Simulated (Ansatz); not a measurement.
Ansatz (a first-principles code) input (B3LYP-D3(BJ)/def2-TZVP):

Ansatz 0.2 input:
```yaml
crystal:
  periodic: [false, false, false]
  atoms:
    - {symbol: O, position_ang: [-0.00000000, -0.00000000, -1.51012766]}
    - {symbol: Si, position_ang: [0.00000000, 0.00000000, 0.00000000]}
    - {symbol: O, position_ang: [0.00000000, 0.00000000, 1.51012766]}
basis:
  gaussian:
    orbitals: def2-TZVP
hamiltonian:
  xc: b3lyp
  dispersion: d3bj
phonons: {temperatures: {t_min: 298.15, t_max: 298.15, t_step: 100}}
```

Output:

```
Functional definition: B3LYP
integrals: 0.02 GiB planned
563 factors; their error is unknown
mean field: 0.23 GiB planned
mean field evaluation 1: about -11960.2426 eV, gradient 9.0e1 eV
mean field evaluation 2: about -11896.4752 eV, gradient 1.9e2 eV
mean field evaluation 4: about -11974.1643 eV, gradient 3.8e0 eV
mean field evaluation 8: about -11974.1881 eV, gradient 3.3e-2 eV
mean field evaluation 16: about -11974.2225 eV, gradient 2.9e-6 eV
mean field -11974.22253665 eV, -440.0445618024 hartree, gradient 2.9e-6 eV, S^2 0.000000; 0 other end points of the search recorded, 0 dependent functions left out
the calculation of the forces begins
reference -11974.22272071 eV, -440.0445685664 hartree; 15, 15 occupied and 84, 84 virtual orbitals, 563 factors
these checks for a lower state are left out or cut short: stability, starts, cluster_reference, orbital_swaps, neighbouring_geometries, increment
integrals: 0.02 GiB planned
563 factors; their error is unknown
mean field: 0.23 GiB planned
mean field -11974.22253302 eV, -440.0445616690 hartree, gradient 1.5e-6 eV, S^2 0.000000; 0 other end points of the search recorded, 0 dependent functions left out
the calculation of the forces begins
reference -11974.22271708 eV, -440.0445684330 hartree; 15, 15 occupied and 84, 84 virtual orbitals, 563 factors
these checks for a lower state are left out or cut short: stability, starts, cluster_reference, orbital_swaps, neighbouring_geometries, increment
integrals: 0.02 GiB planned
563 factors; their error is unknown
mean field: 0.23 GiB planned
mean field -11974.22253302 eV, -440.0445616690 hartree, gradient 1.5e-6 eV, S^2 0.000000; 0 other end points of the search recorded, 0 dependent functions left out
the calculation of the forces begins
reference -11974.22271708 eV, -440.0445684330 hartree; 15, 15 occupied and 84, 84 virtual orbitals, 563 factors
these checks for a lower state are left out or cut short: stability, starts, cluster_reference, orbital_swaps, neighbouring_geometries, increment
integrals: 0.02 GiB planned
563 factors; their error is unknown
mean field: 0.23 GiB planned
mean field evaluation 32: about -11974.1891 eV, gradient 1.6e-1 eV
mean field -11974.22253302 eV, -440.0445616690 hartree, gradient 1.5e-6 eV, S^2 0.000000; 0 other end points of the search recorded, 0 dependent functions left out
the calculation of the forces begins
reference -11974.22271708 eV, -440.0445684330 hartree; 15, 15 occupied and 84, 84 virtual orbitals, 563 factors
these checks for a lower state are left out or cut short: stability, starts, cluster_reference, orbital_swaps, neighbouring_geometries, increment
integrals: 0.02 GiB planned
563 factors; their error is unknown
mean field: 0.23 GiB planned
mean field -11974.22253302 eV, -440.0445616690 hartree, gradient 1.5e-6 eV, S^2 0.000000; 0 other end points of the search recorded, 0 dependent functions left out
the calculation of the forces begins
reference -11974.22271708 eV, -440.0445684330 hartree; 15, 15 occupied and 84, 84 virtual orbitals, 563 factors
these checks for a lower state are left out or cut short: stability, starts, cluster_reference, orbital_swaps, neighbouring_geometries, increment
integrals: 0.02 GiB planned
563 factors; their error is unknown
mean field: 0.23 GiB planned
mean field -11974.22233598 eV, -440.0445544280 hartree, gradient 2.5e-6 eV, S^2 0.000000; 0 other end points of the search recorded, 0 dependent functions left out
the calculation of the forces begins
reference -11974.22252001 eV, -440.0445611909 hartree; 15, 15 occupied and 84, 84 virtual orbitals, 563 factors
these checks for a lower state are left out or cut short: stability, starts, cluster_reference, orbital_swaps, neighbouring_geometries, increment
integrals: 0.02 GiB planned
563 factors; their error is unknown
mean field: 0.23 GiB planned
mean field -11974.22237374 eV, -440.0445558156 hartree, gradient 2.5e-6 eV, S^2 0.000000; 0 other end points of the search recorded, 0 dependent functions left out
the calculation of the forces begins
reference -11974.22255783 eV, -440.0445625809 hartree; 15, 15 occupied and 84, 84 virtual orbitals, 563 factors
these checks for a lower state are left out or cut short: stability, starts, cluster_reference, orbital_swaps, neighbouring_geometries, increment
integrals: 0.02 GiB planned
563 factors; their error is unknown
mean field: 0.23 GiB planned
mean field evaluation 64: about -11974.2225 eV, gradient 1.0e-1 eV
mean field -11974.22252210 eV, -440.0445612676 hartree, gradient 2.5e-6 eV, S^2 0.000000; 0 other end points of the search recorded, 0 dependent functions left out
the calculation of the forces begins
reference -11974.22270616 eV, -440.0445680317 hartree; 15, 15 occupied and 84, 84 virtual orbitals, 563 factors
these checks for a lower state are left out or cut short: stability, starts, cluster_reference, orbital_swaps, neighbouring_geometries, increment
integrals: 0.02 GiB planned
563 factors; their error is unknown
mean field: 0.23 GiB planned
mean field -11974.22252210 eV, -440.0445612676 hartree, gradient 2.5e-6 eV, S^2 0.000000; 0 other end points of the search recorded, 0 dependent functions left out
the calculation of the forces begins
reference -11974.22270616 eV, -440.0445680317 hartree; 15, 15 occupied and 84, 84 virtual orbitals, 563 factors
these checks for a lower state are left out or cut short: stability, starts, cluster_reference, orbital_swaps, neighbouring_geometries, increment
integrals: 0.02 GiB planned
563 factors; their error is unknown
mean field: 0.23 GiB planned
mean field -11974.22252210 eV, -440.0445612676 hartree, gradient 2.5e-6 eV, S^2 0.000000; 0 other end points of the search recorded, 0 dependent functions left out
the calculation of the forces begins
reference -11974.22270616 eV, -440.0445680317 hartree; 15, 15 occupied and 84, 84 virtual orbitals, 563 factors
these checks for a lower state are left out or cut short: stability, starts, cluster_reference, orbital_swaps, neighbouring_geometries, increment
integrals: 0.02 GiB planned
563 factors; their error is unknown
mean field: 0.23 GiB planned
mean field -11974.22252210 eV, -440.0445612676 hartree, gradient 2.5e-6 eV, S^2 0.000000; 0 other end points of the search recorded, 0 dependent functions left out
the calculation of the forces begins
reference -11974.22270616 eV, -440.0445680317 hartree; 15, 15 occupied and 84, 84 virtual orbitals, 563 factors
these checks for a lower state are left out or cut short: stability, starts, cluster_reference, orbital_swaps, neighbouring_geometries, increment
integrals: 0.02 GiB planned
563 factors; their error is unknown
mean field: 0.23 GiB planned
mean field evaluation 96: about -11974.2222 eV, gradient 1.0e-1 eV
mean field -11974.22217637 eV, -440.0445485623 hartree, gradient 2.5e-6 eV, S^2 0.000000; 0 other end points of the search recorded, 0 dependent functions left out
the calculation of the forces begins
reference -11974.22236043 eV, -440.0445553264 hartree; 15, 15 occupied and 84, 84 virtual orbitals, 563 factors
these checks for a lower state are left out or cut short: stability, starts, cluster_reference, orbital_swaps, neighbouring_geometries, increment
integrals: 0.02 GiB planned
563 factors; their error is unknown
mean field: 0.23 GiB planned
mean field -11974.22217637 eV, -440.0445485623 hartree, gradient 2.5e-6 eV, S^2 0.000000; 0 other end points of the search recorded, 0 dependent functions left out
the calculation of the forces begins
reference -11974.22236043 eV, -440.0445553264 hartree; 15, 15 occupied and 84, 84 virtual orbitals, 563 factors
Total energy: -11974.29607879 eV, -440.0472644260 hartree
Atom 0 at    -0.000000    -0.000000    -1.510128 Å, force    -0.000000    -0.000000    -0.000286 eV/Å
Atom 1 at     0.000000     0.000000     0.000000 Å, force     0.000000     0.000000     0.000000 eV/Å
Atom 2 at     0.000000     0.000000     1.510128 Å, force    -0.000000    -0.000000     0.000286 eV/Å
Dipole moment:    -0.000000     0.000000    -0.000000 e Å
Vibrations: 290.99 290.99 998.91 1447.81 cm⁻¹, zero-point energy 0.187756 eV
```
